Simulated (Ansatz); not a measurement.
Geometry optimisation, RKS PBE0/6-31G (Ansatz).

Input file:

```yaml
crystal:
  periodic: [false, false, false]
  atoms:
    - { symbol: Al, position_ang: [0.0, 0.0, 0.0] }
    - { symbol: O, position_ang: [0.0, 0.0, 1.78] }
    - { symbol: H, position_ang: [-0.9095, -0.2814, 2.1171] }
    - { symbol: O, position_ang: [1.5415, 0.0, -0.89] }
    - { symbol: Si, position_ang: [2.3874, -1.376, -1.352] }
    - { symbol: H, position_ang: [1.4599, -2.3514, -1.9176] }
    - { symbol: H, position_ang: [3.3882, -1.0195, -2.3535] }
    - { symbol: H, position_ang: [3.0504, -1.9546, -0.187] }
    - { symbol: O, position_ang: [-1.5415, 0.0, -0.89] }
    - { symbol: Si, position_ang: [-2.6907, -1.2238, -0.8267] }
    - { symbol: H, position_ang: [-2.2881, -2.2198, 0.162] }
    - { symbol: H, position_ang: [-3.9833, -0.6595, -0.4496] }
    - { symbol: H, position_ang: [-2.8007, -1.8572, -2.1376] }
basis:
  gaussian: { orbitals: "6-31G" }
hamiltonian:
  xc: pbe0
relax:
  f_tol: 0.02
  max_steps: 40
```

Launched with:

```bash
$ ansatz run input.yaml --threads 1 --pin off --max-ram 2048MiB --backend cpu --events-out ev --progress --plain --runs-dir out
```

Problem. Where does it end, and by what steps?

Solution. It converged. The force dipped under the threshold on the way, but the program's further checks kept it going. Limits of this set-up: no polarisation functions. After 13 steps the energy has fallen by 1.172 eV; H3 moved furthest, 1.41 Å.

| step | energy less start (eV) | largest force component (eV/Å) | accepted |
| --- | --- | --- | --- |
| 0 | 0.0000 | 2.122 | yes |
| 1 | -0.4071 | 1.592 | yes |
| 2 | -0.5965 | 1.339 | yes |
| 3 | -0.7657 | 0.832 | yes |
| 4 | -0.9171 | 0.324 | yes |
| 5 | -1.0216 | 0.209 | yes |
| 6 | -1.0879 | 0.389 | yes |
| 7 | -1.1483 | 0.131 | yes |
| 8 | -1.1688 | 0.187 | yes |
| 9 | -1.1302 | 0.713 | no |
| 10 | -1.1715 | 0.007 | yes |
| 11 | -1.1717 | 0.049 | yes |
| 12 | -1.1718 | 0.035 | yes |
| 13 | -1.1723 | 0.006 | yes |

```xyz
13
Properties=species:S:1:pos:R:3
Al -0.080 -0.458 0.266
O 0.168 0.495 1.653
H -0.274 0.956 2.362
O 1.276 -0.979 -0.602
Si 2.692 -1.434 -1.396
H 2.396 -2.518 -2.399
H 3.284 -0.255 -2.121
H 3.703 -1.957 -0.410
O -1.645 -0.877 -0.238
Si -3.131 -1.367 -0.870
H -3.552 -2.674 -0.253
H -4.183 -0.332 -0.574
H -3.039 -1.543 -2.363
```

Whether the end is a true minimum wasn't checked by a vibrational analysis.

Time of the run: 76 s on 1 thread of Arm Neoverse V2, on a shared host, peak memory 0.19 GiB.
